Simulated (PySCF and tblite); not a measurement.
Values are calculated unless marked as measured or tabulated.
selenacyclopentane, C₄H₈Se, numbered as in [CH2:1]1[CH2:2][CH2:3][Se:4][CH2:5]1.

Classical Langevin dynamics with GFN2-xTB (tblite), gas phase: time step 1.5 fs, H mass 4 u, friction 0.005 fs⁻¹, 400 steps to settle and 8000 to sample, one trajectory a temperature from the lowest conformer.

GIAO shieldings at B3LYP/pcSseg-1 (PySCF) on 30 frames a temperature; like atoms are averaged, and of two unlike H on one atom a is the less shielded at the minimum.

How far do thermal motions move the shieldings from their values at the minimum?


```csv
signal,σ at minimum (ppm),"Δσ, 350 K"
C1/C2,144.3,-2.0 ± 0.7
C3/C5,144.8,-2.2 ± 0.8
Se4,1493.3,-74.0 ± 20.3
H1/H2,29.97,-0.36 ± 0.08
H3/H5,28.91,-0.27 ± 0.07
```

Errors are standard errors over frames. Zero-point motion is missing, and a reference compound would move too.

What do the single frames at 350 K give for H3/H5?


```csv
t (fs),"V above the minimum, tight binding (kcal/mol)","E above it, DFT (kcal/mol)",torsions (°),σ (ppm)
800,8.8,10.0,none,28.27
1200,7.1,6.5,none,28.98
1599,10.7,10.5,none,28.03
2000,11.5,10.8,none,28.84
2400,10.9,10.7,none,28.64
2799,10.2,9.3,none,28.80
3200,10.9,10.1,none,29.16
3600,17.9,19.0,none,28.51
3999,14.9,14.9,none,28.53
4400,9.1,8.4,none,29.12
4800,6.7,5.9,none,28.34
5200,11.4,11.1,none,28.28
5600,12.8,12.4,none,28.72
6000,7.8,8.9,none,28.88
6400,9.7,10.7,none,28.82
6800,10.2,12.9,none,28.49
7200,9.4,9.3,none,28.49
7600,12.1,12.2,none,28.29
8000,13.6,13.2,none,27.97
8400,12.0,13.5,none,28.82
8800,8.2,8.7,none,28.75
9201,11.2,10.9,none,29.15
9600,14.4,13.4,none,28.20
10000,13.5,12.7,none,27.91
10401,11.1,10.9,none,28.35
10800,11.9,13.4,none,29.40
11200,11.3,12.9,none,28.57
11601,7.2,6.7,none,29.17
12000,11.8,12.0,none,28.39
12400,16.6,16.2,none,29.14
```

Spin–orbit effects of the heavy atoms on shieldings are missing. Changes within two standard errors are not significant.
